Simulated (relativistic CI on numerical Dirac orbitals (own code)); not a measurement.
# Co⁵⁺ (3d4) in a crystal field

Calculated by Dirac-Coulomb-Breit CI, orbitals from a KLI potential per configuration, model QED, one configuration in a parametric crystal field, unscaled Slater integrals (own radial code). With so little scaling, terms lie 10 to 35 % too far apart, which can change the order of excited levels.

Field parameters in Wybourne normalisation: Td as Oh with Dq negative (B⁴₀ = 21Dq, B⁴₄ = √(5/14) B⁴₀). The field is a parameter set, without covalency.

S is read from ⟨S²⟩ = S(S + 1).

Site symmetry Td; labels are those of the double group. Computed levels in cm⁻¹ above the lowest, in rising order:

| Δ (size of 10Dq) | Lowest | No. 2 | No. 3 | No. 4 | No. 5 | No. 6 | No. 7 | No. 8 |
| --- | --- | --- | --- | --- | --- | --- | --- | --- |
| 2600 | A1 | 121 T1 | 249 T2 | 640 E | 735 T1 | 1070 T2 | 3223 A2 | 3281 T2 |
| 4700 | A1 | 88 T1 | 172 T2 | 612 E | 668 T1 | 1005 T2 | 5235 A2 | 5262 T2 |
| 6800 | A1 | 73 T1 | 139 T2 | 598 E | 639 T1 | 977 T2 | 7296 A2 | 7311 T2 |
| 8900 | A1 | 64 T1 | 121 T2 | 590 E | 625 T1 | 962 T2 | 9375 A2 | 9384 T2 |
| 11000 | A1 | 59 T1 | 112 T2 | 587 E | 618 T1 | 956 T2 | 11463 A2 | 11468 T2 |
| 13050 | A1 | 57 T1 | 107 T2 | 586 E | 615 T1 | 953 T2 | 13506 A2 | 13508 T2 |
| 15150 | A1 | 56 T1 | 105 T2 | 588 E | 616 T1 | 955 T2 | 15599 A1 | 15601 T1 |
| 17250 | A1 | 57 T1 | 106 T2 | 592 E | 620 T1 | 959 T2 | 14155 A1 | 16493 T1 |
| 19350 | A1 | 60 T1 | 111 T2 | 599 E | 627 T1 | 968 T2 | 10704 A1 | 14569 T1 |

Ground-state S against |10Dq| in cm⁻¹: 2600: 2.00, 4700: 2.00, 6800: 2.00, 8900: 2.00, 11000: 2.00, 13050: 2.00, 15150: 2.00, 17250: 2.00, 19350: 1.99.

No abrupt spin change occurs in this range.
